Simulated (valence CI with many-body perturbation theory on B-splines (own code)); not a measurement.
Energy levels of Rb XVI

Computed by configuration interaction combined with many-body perturbation theory (CI+MBPT): four valence electrons over a frozen Dirac-Fock core [Ar], a basis of 7 s, 7 p, 8 d, 6 f, 4 g, 1 h functions for each j, with the one-electron correlation potential Σ1 (screened to all orders), the two-electron term Σ2, the three-electron term Σ3, Breit, model QED; selected single and double excitations, second order for the rest, scaled by the run's own slope (own B-spline code, finite nucleus).

No measured levels were compared; by estimate terms of the open shell hold to 2 to 4 % of their energy, and close levels can change places. The list stops below the first excitations out of the core. Only levels of the ground parity were solved; by the run's estimate the other parity begins above the list, which can be wrong where configurations are misplaced.

Levels 1 to 34 of 34, with energies above the lowest level, 3d⁴ ⁵D_0. "Leading %" is the weight of the configuration and term that name the level; weights of strongly mixed levels are sums over their largest components and can fall short.

| No. | Configuration | Term | J | E (cm⁻¹) | Leading % | Second component | g |
| --- | --- | --- | --- | --- | --- | --- | --- |
| 1 | 3d⁴ | ⁵D | 0 | 0.0 | 92 | 8 % 3d⁴ ³P |  |
| 2 | 3d⁴ | ⁵D | 1 | 3112 | 96 | 4 % 3d⁴ ³P | 1.498 |
| 3 | 3d⁴ | ⁵D | 2 | 7457 | 98 |  | 1.495 |
| 4 | 3d⁴ | ⁵D | 3 | 12219 | 98 |  | 1.492 |
| 5 | 3d⁴ | ⁵D | 4 | 17063 | 95 | 4 % 3d⁴ ³F | 1.487 |
| 6 | 3d⁴ | ³P | 0 | 52368 | 83 | 9 % 3d⁴ ¹S |  |
| 7 | 3d⁴ | ³H | 4 | 58436 | 68 | 13 % 3d⁴ ³G | 0.896 |
| 8 | 3d⁴ | ³P | 1 | 65026 | 93 |  | 1.468 |
| 9 | 3d⁴ | ³H | 5 | 65328 | 86 | 14 % 3d⁴ ³G | 1.055 |
| 10 | 3d⁴ | ³F | 3 | 67806 | 50 | 48 % 3d⁴ ³G | 0.927 |
| 11 | 3d⁴ | ³H | 6 | 69376 | 92 | 8 % 3d⁴ ¹I | 1.152 |
| 12 | 3d⁴ | ³F | 2 | 69683 | 93 | 5 % 3d⁴ ¹D | 0.692 |
| 13 | 3d⁴ | ³F | 4 | 73310 | 55 | 25 % 3d⁴ ³H | 1.110 |
| 14 | 3d⁴ | ³P | 2 | 79311 | 85 | 14 % 3d⁴ ³D | 1.448 |
| 15 | 3d⁴ | ³G | 4 | 81622 | 62 | 22 % 3d⁴ ¹G | 1.071 |
| 16 | 3d⁴ | ³G | 3 | 82285 | 50 | 49 % 3d⁴ ³F | 0.916 |
| 17 | 3d⁴ | ³G | 5 | 87352 | 86 | 14 % 3d⁴ ³H | 1.175 |
| 18 | 3d⁴ | ³D | 3 | 94623 | 94 |  | 1.314 |
| 19 | 3d⁴ | ³D | 2 | 96994 | 72 | 12 % 3d⁴ ³P | 1.169 |
| 20 | 3d⁴ | ¹I | 6 | 98509 | 92 | 8 % 3d⁴ ³H | 1.011 |
| 21 | 3d⁴ | ³D | 1 | 100070 | 96 |  | 0.533 |
| 22 | 3d⁴ | ¹G | 4 | 106030 | 69 | 16 % 3d⁴ ³F | 1.030 |
| 23 | 3d⁴ | ¹S | 0 | 111160 | 89 | 11 % 3d⁴ ³P |  |
| 24 | 3d⁴ | ¹D | 2 | 122620 | 77 | 10 % 3d⁴ ³D | 1.026 |
| 25 | 3d⁴ | ¹F | 3 | 133180 | 87 | 7 % 3d⁴ ³F | 1.015 |
| 26 | 3d⁴ | ³P | 2 | 152050 | 94 |  | 1.468 |
| 27 | 3d⁴ | ³F | 4 | 155900 | 94 | 5 % 3d⁴ ¹G | 1.234 |
| 28 | 3d⁴ | ³F | 2 | 158470 | 94 |  | 0.691 |
| 29 | 3d⁴ | ³F | 3 | 160370 | 90 | 9 % 3d⁴ ¹F | 1.076 |
| 30 | 3d⁴ | ³P | 1 | 163600 | 99 |  | 1.495 |
| 31 | 3d⁴ | ³P | 0 | 169300 | 97 |  |  |
| 32 | 3d⁴ | ¹G | 4 | 178190 | 94 | 5 % 3d⁴ ³F | 1.011 |
| 33 | 3d⁴ | ¹D | 2 | 230540 | 99 |  | 0.998 |
| 34 | 3d⁴ | ¹S | 0 | 296230 | 99 |  |  |

Names give the largest LS component (configuration and term), which can be under half, so a name can repeat, a term be missing and a line seem to break the LS rules; names also repeat where a configuration has a term twice.

The ionisation energy to 3d³ ⁴F3/2 of the next ion comes out as 550.05 eV (NIST: 550 ± 3 eV (theoretical)). All 34 levels together are meant to be complete up to 686130 cm⁻¹.
